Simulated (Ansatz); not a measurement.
`CC[O][Sb]([SiH3])[Cl]` + H–F → `[F][Sb]([SiH3])[Cl]` + `CCO` at 700 K and 1 bar (ligand exchange at the Sb–O bond).

Program: Ansatz. Geometries: PBE0-D4/def2-TZVP. ΔE: electronic, gas phase. CBS: MP2 limit from def2 TZ/QZ plus the TZ coupled-cluster correction, frozen cores. This one scheme is used for every species. Elements past krypton have def2 core potentials. For Sb outer-core shells are correlated without core-valence functions, which leaves a few kJ/mol of doubt a bond. Each species was taken in one conformer, which may not be the lowest.

```tsv
species	CCSD(T)/CBS energy (Eh)	H − E (kJ/mol)	S (J/(mol·K))
`CC[O][Sb]([SiH3])[Cl]`	-1145.01224	359.2	604.5
H–F	-100.39570	45.2	198.5
`[F][Sb]([SiH3])[Cl]`	-1090.53073	141.0	466.2
`CCO`	-154.88256	262.0	346.5
```

H − E and S are ideal-gas, rigid-rotor, harmonic terms from PBE0-D4/def2-TZVP, for one conformer and one mirror image of each species. 1 Eh = 2625.50 kJ/mol, R = 8.31446 J/(mol·K).

Task: By hand: ΔE, ΔH, ΔS and ΔG.

Result: ΔE = (-1090.53073) + (-154.88256) − (-1145.01224) − (-100.39570) = -0.00535 Eh = -14.0 kJ/mol. Δ(H − E) = 141.0 + 262.0 − 359.2 − 45.2 = -1.4, so ΔH = -15.4 kJ/mol. ΔS = 466.2 + 346.5 − 604.5 − 198.5 = 9.7 J/(mol·K). ΔG = -15.4 − 700 × (9.7)/1000 = -22.2 kJ/mol.

Task: By hand: the equilibrium constant, and the temperature at which ΔG would vanish if ΔH and ΔS stayed fixed.

Result: log₁₀ K = −ΔG/(RT ln 10) = 1.7. ΔH and −TΔS have one sign here, so there is no such temperature.

TΔS isn't small against ΔH here. A doubt of 5 kJ/mol in ΔE shifts log₁₀ K by 0.4 here. Other conformers and mirror images would add mixing entropy, several J/(mol·K) or more a flexible species. Modes under 60 cm⁻¹, often nearly free rotors, make the harmonic entropy too high. These are equilibria of isolated gas molecules and say nothing of rates. Largest T1 diagnostic: 0.014 (customary marks: 0.02 for closed shells, 0.045 for open ones).

ΔS is within the doubt of such terms, so its sign, and with it that verdict, could turn.
